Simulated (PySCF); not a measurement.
**Excitation energy of Hf²⁺ by level of theory**

Hf²⁺ [Xe] 4f14 5d2 (3F) → Hf²⁺ [Xe] 4f14 5d1 6p1 (high-spin determinant), as a difference of total energies. Calculation: PySCF 2.14, in x2c-TZVPPall with one added diffuse shell each of s, p, d, f type (12s8p8d4f1g, 113 functions); scalar relativity by spin-free X2C-1e. Correlated levels: valence and next inner shell: [Kr] 4d10 4f14 frozen. The calculations carry no spin-orbit coupling.

| method | excitation energy (eV) |
| --- | --- |
| UHF | 5.631 |
| MP2 (valence and next inner shell) | 5.585 |
| SCS-MP2 (valence and next inner shell) | 5.605 |
| CCSD (valence and next inner shell) | 5.598 |
| CCSD(T) (valence and next inner shell) | 5.590 |

Problem. How much does correlation contribute at CCSD(T) (valence and next inner shell)?

Solution. 5.590 − (5.631) = -0.041 eV, measured against UHF.

A first-order spin-orbit estimate (lowest level to lowest level, LS coupling) adds -0.183 eV.

The determinant of the upper state mixes LS terms, which raises its energy above the lowest term, most at the Hartree-Fock and MP2 levels.
